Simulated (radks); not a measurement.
Coherent X-ray form factor from a spherical all-electron density. Method: scalar-relativistic Kohn-Sham, LDA (Slater exchange, Perdew-Wang correlation), spin-unpolarised, spherical densities, finite nucleus; Fermi nuclear charge, rms radius of each element as measured or else 0.836 A^(1/3) + 0.57 fm; computed with a radial shooting solver on a logarithmic mesh with Libxc functionals.

| sin(theta)/lambda (1/angstrom) | f0 (electrons) |
|---|---|
| 0.05 | 19.760 |
| 0.1 | 19.072 |
| 0.15 | 18.031 |
| 0.2 | 16.758 |
| 0.25 | 15.382 |
| 0.3 | 14.008 |
| 0.4 | 11.554 |
| 0.5 | 9.691 |
| 0.6 | 8.396 |
| 0.8 | 6.892 |
| 1 | 5.960 |
| 1.25 | 4.922 |
| 1.5 | 3.949 |
| 2 | 2.508 |

The species is in the configuration that NIST lists as its ground one. Which atom or ion scatters so?

Answer. The vanadium ion V3+, [Ar] 3d2. Extrapolating in s^2 from the first two rows gives f0(0) = 20.0, near the electron count 20; among species with that count, the fall with angle is slower the higher Z, and the table is that of Z = 23; from so few rows the species is fixed only to a neighbour or two.
